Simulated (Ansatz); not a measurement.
Species: GeH₃SeF, charge 0, singlet. GeH3SeF (SMILES F[Se][GeH3]).
B3LYP-D3(BJ)/def2-TZVP minimum from Ansatz (a quantum-chemistry and plane-wave program):
```
Ge
H 1 1.5340
H 1 1.5340 2 111.22
H 1 1.5369 2 111.46 3 -125.04
Se 1 2.3862 2 109.60 3 121.35
F 5 1.7875 1 95.71 2 -61.16
```
Charge 0, spin multiplicity 1.

Property: atomisation energy (electronic, to ground-state atoms), in kcal/mol. Radicals and triplets start from unrestricted determinants; spin-orbit coupling is neglected. Cores are frozen in correlated methods (noble-gas shells, and filled d and f shells in the p block). No relativity. CBS(X,Y): correlation extrapolated as X^-3, Hartree-Fock from the larger set (Q,5: extrapolated as (X+1)exp(-9√X)). A bracket is a step between two methods taken in the basis named. Double hybrids freeze cores in their MP2 part. Where a partner has so few electrons that a lower coupled-cluster level is exact, that level stands in.

CCSD(T)/CBS(cc-pVQZ,cc-pV5Z) + [CCSDT(Q) - CCSD(T)]/cc-pVDZ (Ansatz) gives 356.4 kcal/mol.

Question: What does PBE/def2-TZVPD (Ansatz) give here, and how do the other levels compare?

Answer: PBE gives 359.0 kcal/mol, 2.6 kcal/mol above it. Differences of the others: r2SCAN/def2-TZVPD (Ansatz) 1.0; B3LYP/def2-TZVPD (Ansatz) -6.2; PBE0/def2-TZVPD (Ansatz) -8.0; B2PLYP/def2-TZVPD (Ansatz) -9.4; CCSD(T)/CBS(cc-pVQZ,cc-pV5Z) (Ansatz) -0.7 kcal/mol.
